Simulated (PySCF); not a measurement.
Bond stretch in KF, singlet.

Levels of theory: UHF/def2-SVP (PySCF); UKS-CAM-B3LYP = unrestricted CAM-B3LYP/def2-SVP (PySCF 2.14.0); RKS-M06-2X = PySCF with restricted M06-2X/def2-SVP.

Magnitude of the dipole moment (D; its direction can reverse along the curve, and a method can change to another solution) and Mulliken charge of the fragment that holds K1:

```tsv
R / Å	μ UHF	q UHF	μ UKS-CAM-B3LYP	q UKS-CAM-B3LYP	μ RKS-M06-2X	q RKS-M06-2X
1.64	5.52	0.59	5.00	0.43	5.16	0.48
1.75	6.29	0.65	5.75	0.50	5.92	0.55
1.84	6.86	0.69	6.29	0.54	6.47	0.59
1.98	7.66	0.73	7.03	0.59	7.24	0.64
2.06	8.09	0.75	7.42	0.60	7.66	0.66
2.15	8.57	0.76	7.84	0.62	8.10	0.67
2.19	8.77	0.77	8.03	0.62	8.30	0.68
2.25	9.08	0.77	8.30	0.63	8.58	0.69
2.32	9.44	0.78	8.61	0.64	8.91	0.69
2.43	9.99	0.79	9.09	0.64	9.42	0.70
2.51	10.39	0.80	9.43	0.65	9.79	0.70
2.71	11.38	0.80	10.28	0.65	10.69	0.71
2.97	12.67	0.82	11.37	0.66	11.85	0.72
3.29	14.26	0.83	12.67	0.67	13.24	0.73
3.57	15.67	0.85	13.74	0.68	14.40	0.73
3.95	17.61	0.88	13.91	0.63	15.83	0.74
4.34	0.65	0.01	13.17	0.56	17.06	0.73
4.83	0.37	0.00	12.60	0.50	18.40	0.73
5.30	0.23	0.00	12.23	0.45	19.56	0.72
5.88	0.13	0.00	11.97	0.41	20.86	0.71
6.64	0.07	0.00	11.91	0.37	22.44	0.70
7.66	0.03	0.00	12.20	0.34	24.79	0.68
8.73	0.02	0.00	12.71	0.31	27.47	0.66
```

The unrestricted determinant behind UHF is spin-contaminated at 4.34 to 8.73 Å (<S²> up to 1.0, against 0.00 for a pure singlet). The unrestricted determinant behind UKS-CAM-B3LYP is spin-contaminated at 3.95 to 8.73 Å (<S²> up to 0.7, against 0.00 for a pure singlet). At the longest distance UKS-CAM-B3LYP, RKS-M06-2X leaves fractional charges on the fragments, a sign of delocalisation error or of the restricted form. The restricted form behind RKS-M06-2X keeps the bonding electrons paired and can't separate into open-shell fragments.
